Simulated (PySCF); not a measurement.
Computed Raman spectrum (relative Raman activity) of a molecule C2H5FO2Si. Geometry: B3LYP-D3(BJ)/def2-SVP. Other conformers were not sampled. Method: PySCF 2.14.0 with B3LYP-D3(BJ)/def2-SVP. Frequencies are harmonic and unscaled.

Lines under 2 % of the strongest are left out, and lines within 2 cm⁻¹ are merged.

```tsv
ν (cm⁻¹)	relative intensity
666	4.8
698	3.5
721	2.0
767	3.0
841	2.8
1427	5.3
1431	5.2
2260	60
3036	57
3132	31
3136	40
3670	100
```

Task: Identify the compound among the candidates.
A. O=CO[SiH2]CF
B. C=C[Si](O)(O)F
C. O[Si]1(F)COC1
D. C[Si@H](F)C(=O)O

Result: D, C[Si@H](F)C(=O)O
